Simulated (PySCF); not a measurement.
Compound: C5H4F2.
Atom-mapped SMILES: `[F:1][C:2]1=[CH:3][CH2:4][CH:5]=[C:6]1[F:7]` (hydrogens: H8 on C3; H9, H10 on C4; H11 on C5)

Computed by this run: PBE0-D3(BJ)/def2-SVP geometry optimisation, gas phase (PySCF); density fitting, grid level 1; the optimiser is geomeTRIC in internal coordinates, started from a GFN2-xTB structure with every atom displaced at random (about 0.01 Å).

The end geometry, which sets the zero of energy:
```
atom  x, y, z in Å
F1      2.4587   -0.6081   -0.4994
C2      1.1953   -0.3402   -0.2306
C3      0.2551   -1.1574    0.2722
C4     -1.0112   -0.3659    0.3880
C5     -0.6682    1.0036   -0.1123
C6      0.6272    0.9872   -0.4677
F7      1.3549    1.9699   -0.9628
H8      0.3777   -2.2025    0.5505
H9     -1.8251   -0.8181   -0.2085
H10    -1.3775   -0.3377    1.4306
H11    -1.3525    1.8480   -0.1707
```

Question: These geometries come from the run, each turned onto the end geometry. Order them by energy, lowest first.
A.
```
atom  x, y, z in Å
F1      2.4531   -0.6124   -0.4951
C2      1.1890   -0.3395   -0.2387
C3      0.2562   -1.1559    0.2807
C4     -1.0100   -0.3658    0.3899
C5     -0.6638    1.0044   -0.1052
C6      0.6268    0.9900   -0.4765
F7      1.3528    1.9717   -0.9778
H8      0.3810   -2.2007    0.5596
H9     -1.8105   -0.8215   -0.2231
H10    -1.3950   -0.3433    1.4246
H11    -1.3452    1.8517   -0.1490
```
B.
```
atom  x, y, z in Å
F1      2.3846   -0.6150   -0.6971
C2      1.2071   -0.3394   -0.1792
C3      0.2791   -1.1448    0.3535
C4     -1.0049   -0.3608    0.4025
C5     -0.6578    1.0079   -0.0951
C6      0.6450    0.9975   -0.4032
F7      1.3642    1.9679   -0.9270
H8      0.3737   -2.1996    0.6134
H9     -1.7461   -0.8383   -0.2739
H10    -1.4587   -0.3384    1.4028
H11    -1.3518    1.8418   -0.2074
```
C.
```
atom  x, y, z in Å
F1      2.4287   -0.6388   -0.5803
C2      1.2002   -0.3294   -0.2069
C3      0.2674   -1.1472    0.3080
C4     -1.0080   -0.3610    0.4075
C5     -0.6641    1.0054   -0.1040
C6      0.6327    0.9992   -0.4561
F7      1.3617    1.9800   -0.9522
H8      0.3768   -2.1984    0.5683
H9     -1.7722   -0.8308   -0.2407
H10    -1.4326   -0.3421    1.4273
H11    -1.3563    1.8419   -0.1814
```
D.
```
atom  x, y, z in Å
F1      2.4657   -0.6032   -0.5123
C2      1.2000   -0.3465   -0.2356
C3      0.2584   -1.1519    0.2825
C4     -1.0094   -0.3611    0.3957
C5     -0.6714    1.0095   -0.1047
C6      0.6205    0.9751   -0.4745
F7      1.3509    1.9569   -0.9665
H8      0.3761   -2.1980    0.5574
H9     -1.8002   -0.8211   -0.2257
H10    -1.4050   -0.3391    1.4270
H11    -1.3510    1.8582   -0.1539
```

Answer: A (0.003 eV), D (0.007 eV), C (0.020 eV), B (0.106 eV).

In the order of the answer:

```tsv
step	E above end (eV)	largest force (eV/Å)	rms force component (eV/Å)	rms distance from end (Å)	rms bond change (Å)	bond most changed (Å)
4	0.003	0.17	0.048	0.014	0.001	C3–C4 -0.001
3	0.007	0.27	0.089	0.017	0.001	F1–C2 +0.002
2	0.020	0.42	0.113	0.042	0.002	C3–C4 +0.004
1	0.106	0.97	0.241	0.088	0.004	C3–C4 +0.007
```

The cost below is that of the whole optimisation. The run took 40 s on one thread, Arm Neoverse V2 (aarch64) (shared host), and the process peaked at 0.52 GiB of memory.
